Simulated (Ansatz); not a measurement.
C₆H₄BClF₆O₂ (`C[B-]1(Cl)OC(C(F)(F)F)=CC(C(F)(F)F)=[O+]1`), relaxed with RKS PBE0-D4/def2-TZVP in Ansatz 0.2.0 from a PBE-D4/def2-SVP geometry. The force threshold is 0.005 eV/Å; the program also tests the step.

The species carries charge 0 and has multiplicity 1.

Start:

```xyz
20

C     0.504    0.141   -2.843
B     0.250   -0.541   -1.440
Cl    0.228   -2.386   -1.396
O    -1.108   -0.087   -0.847
C    -1.280    0.002    0.421
C    -2.738    0.226    0.845
F    -2.848    0.260    2.188
F    -3.182    1.396    0.349
F    -3.511   -0.764    0.374
C    -0.241   -0.037    1.359
C     1.057   -0.016    0.834
C     2.285    0.188    1.732
F     3.159   -0.814    1.552
F     1.929    0.222    3.032
F     2.889    1.350    1.423
O     1.330   -0.106   -0.416
H     1.482   -0.171   -3.259
H     0.500    1.248   -2.772
H    -0.278   -0.157   -3.570
H    -0.430    0.049    2.433
```

(1) By how much does the energy fall, and how many steps does the optimiser take? (Estimate.)

(2) Which bonds change most? (Best estimate.)

(3) Give the relaxed structure. (An estimate is asked.)

## Answers

(1) The calculation gave: 2.62 kcal/mol, in 5 steps.

(2) Computed: O4–C5 from 1.283 to 1.264 Å; C11–O16 from 1.283 to 1.264 Å; C12–F14 from 1.348 to 1.330 Å; C6–F7 from 1.348 to 1.330 Å.

(3) The calculation gave: 
```xyz
20

C     0.500    0.138   -2.819
B     0.247   -0.531   -1.422
Cl    0.227   -2.367   -1.389
O    -1.094   -0.078   -0.832
C    -1.261   -0.002    0.418
C    -2.713    0.228    0.837
F    -2.829    0.262    2.162
F    -3.145    1.386    0.347
F    -3.481   -0.746    0.371
C    -0.239   -0.052    1.350
C     1.041   -0.019    0.825
C     2.265    0.190    1.717
F     3.132   -0.796    1.539
F     1.920    0.224    3.001
F     2.855    1.340    1.409
O     1.312   -0.096   -0.407
H     1.464   -0.172   -3.227
H     0.496    1.230   -2.753
H    -0.271   -0.159   -3.534
H    -0.425    0.021    2.408
```
